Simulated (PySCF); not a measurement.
dibromo-chloro-fluoromethane (CBr2ClF), SMILES FC(Cl)(Br)Br.

Geometry: B3LYP-D3(BJ)/def2-SVP.

Computed with ωB97X/def2-TZVP run with PySCF.

The molecule is in vacuum.

```yaml
total_energy: -5746.53261 hartree
point_group: Cs
highest_occupied_level: -10.84 eV
lowest_empty_level: 0.05 eV
orbital_gap: 10.90 eV
dipole_moment: 0.38 D
quadrupole, principal values (traceless, Buckingham form, about the centre of nuclear charge): -2.75, 0.79, 1.96 D·Å
mean_static_polarisability: 63.7 bohr³ (9.44 Å³)
polarisability_principal_values: 48.7, 67.1, 75.3 bohr³
```
